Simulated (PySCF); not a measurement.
Computed shifts of a molecule C5H12AlFO, KT2/pcSseg-1 (PySCF), GIAO, gas phase, equivalent atoms averaged, in ppm (number of nuclei): ¹⁹F: -177.9 (1). ¹³C: 77.4 (1), 37.5 (2), 34.3 (1), -16.4 (1). ¹H: 1.72 (6), 1.55 (3), -0.02 (3). References: ¹⁹F against CFCl3 (σ = 127.1 ppm); ¹³C against TMS (σ = 185.1 ppm); ¹H against TMS (σ = 31.47 ppm); ¹⁷O against H2O (σ = 330.4 ppm), references at their B3LYP-D3(BJ)/def2-TZVP geometries, non-relativistic. Geometry: B3LYP-D3(BJ)/def2-SVP. One conformer was computed; it need not be the lowest.

Problem. Which molecule gave these data?
A. CCC[CH2][Al]([F])[O]C
B. [CH3][Al]([F])[O]C(C)(C)C
C. C[O][Al]([F])[C](C)(C)C

Solution. B, [CH3][Al]([F])[O]C(C)(C)C
